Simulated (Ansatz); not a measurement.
These are r2SCAN-D4/def2-TZVP run with Ansatz (a first-principles code) values and carry that method's errors. No frequencies were computed at this level.

Ansatz 0.2 input:
```yaml
crystal:
  periodic: [false, false, false]
  atoms:
    - { symbol: N, position_ang: [1.827106, 0.288773, -0.062882] }
    - { symbol: B, position_ang: [0.660393, -0.115734, -0.199977] }
    - { symbol: C, position_ang: [-0.810333, -0.540231, -0.384528] }
    - { symbol: N, position_ang: [-1.802133, 0.194331, -0.654823] }
    - { symbol: H, position_ang: [2.763858, 0.585312, 0.051726] }
    - { symbol: H, position_ang: [-1.053929, -1.598666, -0.27341] }
    - { symbol: H, position_ang: [-1.584968, 1.186212, -0.761141] }
basis:
  gaussian: { orbitals: def2-tzvp }
hamiltonian:
  xc: r2scan
  dispersion: d4
relax:
  max_steps: 150
```

Output:

```
Functional definition: r2SCAN
791 factors; their error is unknown
mean field evaluation 1: about -4728.3914 eV, gradient 7.9e1 eV
mean field evaluation 2: about -4697.7802 eV, gradient 1.3e2 eV
mean field evaluation 4: about -4740.3712 eV, gradient 6.9e0 eV
mean field evaluation 8: about -4740.4795 eV, gradient 7.4e-2 eV
mean field evaluation 16: about -4740.4647 eV, gradient 5.7e-5 eV
mean field -4740.46468753 eV, -174.2088640644 hartree, gradient 5.7e-5 eV, S^2 0.000000; 0 other end points of the search recorded, 0 dependent functions left out
reference -4740.46469828 eV, -174.2088644594 hartree; 14, 14 occupied and 128, 128 virtual orbitals, 791 factors
relax step   1: F+E_penalty+E_count = -4740.49016918 eV  Δ(F+E_penalty+E_count) = +0.000e0 eV  max|allowed force component| = 9.353e-1 eV/Å  Δτ_max = 0.0000 Å  (28 SCF iters, accepted)
these checks for a lower state are left out or cut short: starts, cluster_reference, orbital_swaps, neighbouring_geometries, increment
791 factors; their error is unknown
mean field -4740.48372540 eV, -174.2095636932 hartree, gradient 1.5e-5 eV, S^2 0.000000; 0 other end points of the search recorded, 0 dependent functions left out
reference -4740.48373613 eV, -174.2095640875 hartree; 14, 14 occupied and 128, 128 virtual orbitals, 791 factors
relax step   2: F+E_penalty+E_count = -4740.50923844 eV  Δ(F+E_penalty+E_count) = -1.907e-2 eV  max|allowed force component| = 4.151e-1 eV/Å  Δτ_max = 0.0364 Å  (34 SCF iters, accepted)
these checks for a lower state are left out or cut short: starts, cluster_reference, orbital_swaps, neighbouring_geometries, increment
791 factors; their error is unknown
mean field -4740.49139843 eV, -174.2098456718 hartree, gradient 1.6e-5 eV, S^2 0.000000; 0 other end points of the search recorded, 0 dependent functions left out
reference -4740.49140912 eV, -174.2098460647 hartree; 14, 14 occupied and 128, 128 virtual orbitals, 791 factors
relax step   3: F+E_penalty+E_count = -4740.51696658 eV  Δ(F+E_penalty+E_count) = -7.728e-3 eV  max|allowed force component| = 1.191e-1 eV/Å  Δτ_max = 0.0679 Å  (32 SCF iters, accepted)
these checks for a lower state are left out or cut short: starts, cluster_reference, orbital_swaps, neighbouring_geometries, increment
791 factors; their error is unknown
mean field evaluation 32: about -4740.4857 eV, gradient 2.2e0 eV
mean field -4740.48883240 eV, -174.2097513720 hartree, gradient 1.6e-5 eV, S^2 0.000000; 0 other end points of the search recorded, 0 dependent functions left out
reference -4740.48884309 eV, -174.2097517650 hartree; 14, 14 occupied and 128, 128 virtual orbitals, 791 factors
relax step   4: F+E_penalty+E_count = -4740.51439902 eV  Δ(F+E_penalty+E_count) = +2.568e-3 eV  max|allowed force component| = 2.641e-1 eV/Å  Δτ_max = 0.0220 Å  (32 SCF iters, rejected (line search))
these checks for a lower state are left out or cut short: starts, cluster_reference, orbital_swaps, neighbouring_geometries, increment
791 factors; their error is unknown
mean field -4740.49185688 eV, -174.2098625194 hartree, gradient 1.6e-5 eV, S^2 0.000000; 0 other end points of the search recorded, 0 dependent functions left out
reference -4740.49186757 eV, -174.2098629124 hartree; 14, 14 occupied and 128, 128 virtual orbitals, 791 factors
relax step   5: F+E_penalty+E_count = -4740.51743571 eV  Δ(F+E_penalty+E_count) = -4.691e-4 eV  max|allowed force component| = 3.500e-2 eV/Å  Δτ_max = 0.0110 Å  (34 SCF iters, accepted)
these checks for a lower state are left out or cut short: starts, cluster_reference, orbital_swaps, neighbouring_geometries, increment
791 factors; their error is unknown
mean field -4740.49193476 eV, -174.2098653816 hartree, gradient 1.6e-5 eV, S^2 0.000000; 0 other end points of the search recorded, 0 dependent functions left out
reference -4740.49194545 eV, -174.2098657746 hartree; 14, 14 occupied and 128, 128 virtual orbitals, 791 factors
relax step   6: F+E_penalty+E_count = -4740.51750583 eV  Δ(F+E_penalty+E_count) = -7.012e-5 eV  max|allowed force component| = 1.072e-2 eV/Å  Δτ_max = 0.0031 Å  (35 SCF iters, accepted)
these checks for a lower state are left out or cut short: starts, cluster_reference, orbital_swaps, neighbouring_geometries, increment
791 factors; their error is unknown
mean field -4740.49196045 eV, -174.2098663258 hartree, gradient 1.6e-5 eV, S^2 0.000000; 0 other end points of the search recorded, 0 dependent functions left out
reference -4740.49197115 eV, -174.2098667188 hartree; 14, 14 occupied and 128, 128 virtual orbitals, 791 factors
relax step   7: F+E_penalty+E_count = -4740.51753022 eV  Δ(F+E_penalty+E_count) = -2.438e-5 eV  max|allowed force component| = 4.609e-3 eV/Å  Δτ_max = 0.0030 Å  (34 SCF iters, accepted)
791 factors; their error is unknown
mean field evaluation 64: about -4740.4920 eV, gradient 6.7e-3 eV
mean field -4740.49196045 eV, -174.2098663258 hartree, gradient 1.6e-5 eV, S^2 0.000000; 1 other end points of the search recorded, 0 dependent functions left out
reference -4740.49197115 eV, -174.2098667188 hartree; 14, 14 occupied and 128, 128 virtual orbitals, 791 factors
Total energy: -4740.51754091 eV, -174.2108063903 hartree
Atom 0 at     1.798971     0.295258    -0.068253 Å, force    -0.003682    -0.001773    -0.000490 eV/Å
Atom 1 at     0.637441    -0.115454    -0.203478 Å, force    -0.002692    -0.002256     0.000042 eV/Å
Atom 2 at    -0.821545    -0.564941    -0.382752 Å, force     0.003069    -0.000131     0.000561 eV/Å
Atom 3 at    -1.799750     0.212113    -0.657367 Å, force    -0.001141     0.001298    -0.000201 eV/Å
Atom 4 at     2.730810     0.617930     0.041107 Å, force    -0.000347    -0.000080    -0.000010 eV/Å
Atom 5 at    -1.066177    -1.626622    -0.271561 Å, force     0.004609     0.002853     0.000238 eV/Å
Atom 6 at    -1.479756     1.181714    -0.742732 Å, force     0.000184     0.000090    -0.000140 eV/Å
Dipole moment:     0.357522     0.051216     0.052348 e Å
```

Cost: very roughly 40 core-seconds.
